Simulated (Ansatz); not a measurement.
A CCSD(T) single point on Cl2H4O2Si2, SMILES `O[SiH](O)[SiH](Cl)Cl`.

```yaml
crystal:
  periodic: [false, false, false]
  atoms:
    - {symbol: O, position_ang: [-1.690728, -0.994563, -0.237845]}
    - {symbol: Si, position_ang: [-0.065444, -0.778123, -0.130576]}
    - {symbol: O, position_ang: [0.473672, -1.554604, 1.201062]}
    - {symbol: Si, position_ang: [0.460532, 1.482323, 0.191527]}
    - {symbol: Cl, position_ang: [2.481800, 1.777277, -0.012235]}
    - {symbol: Cl, position_ang: [-0.517953, 2.506035, -1.309613]}
    - {symbol: H, position_ang: [-2.123716, -0.765683, -1.062067]}
    - {symbol: H, position_ang: [0.584086, -1.268233, -1.380209]}
    - {symbol: H, position_ang: [0.348493, -2.503044, 1.266662]}
    - {symbol: H, position_ang: [0.049278, 2.098634, 1.473293]}
basis:
  gaussian: {orbitals: def2-TZVPP}
correlation: {method: ccsd_t}
```

```sh
$ ansatz run in.yaml --threads 2 --pin off --events-out ev --progress --plain --max-ram 32768MiB --backend cuda --devices 0, --max-vram 18GiB
```

Log, shortened:

```
Functional definition: HF
1707 factors; integrals over basis functions are off by at most 1.2e-3 eV
mean field evaluation 1: about -44873.1336 eV, gradient 5.0e1 eV
mean field evaluation 2: about -44873.5262 eV, gradient 5.0e1 eV
mean field evaluation 4: about -44878.3965 eV, gradient 3.5e0 eV
mean field evaluation 8: about -44878.4713 eV, gradient 3.0e-1 eV
mean field -44878.47167098 eV, -1649.2534141878 hartree, gradient 6.4e-6 eV, S^2 0.000000; 0 other end points of the search recorded, 0 dependent functions left out
22 core orbitals not correlated: weight in the atoms' cores, before any rotation towards them, 1.000 or more for the frozen orbitals, at most 0.000 for the correlated occupied ones
reference -44878.47167098 eV, -1649.2534141878 hartree; 19, 19 occupied and 245, 245 virtual orbitals, 1707 factors
second order -29.63273093 eV of doubles, -0.00000000 eV of singles
cycle   1  -30.35131900 eV  change   -7.2e-1 eV  update   1.1e-1
cycle   2  -31.01077949 eV  change   -6.6e-1 eV  update   3.1e-2
cycle   3  -31.15244360 eV  change   -1.4e-1 eV  update   1.6e-2
cycle   4  -31.13605403 eV  change    1.6e-2 eV  update   3.5e-3
cycle   5  -31.13402732 eV  change    2.0e-3 eV  update   1.7e-3
cycle   6  -31.13479534 eV  change   -7.7e-4 eV  update   5.0e-4
cycle   7  -31.13456748 eV  change    2.3e-4 eV  update   2.0e-4
cycle   8  -31.13450947 eV  change    5.8e-5 eV  update   6.4e-5
cycle   9  -31.13453844 eV  change   -2.9e-5 eV  update   2.6e-5
perturbative correction -1.21889931 eV, -0.0447937235 hartree
Total energy: -44910.82510873 eV, -1650.4423810952 hartree
```

Hardware: 2 threads of an AMD EPYC 7R13 on a shared host and a share of an NVIDIA H100 80 GB. Wall time 7 s, peak host memory 1.1 GiB.

The correlation energy is -32.353 eV, 3.8 % of it from (T); the T1 diagnostic reads 0.0110.
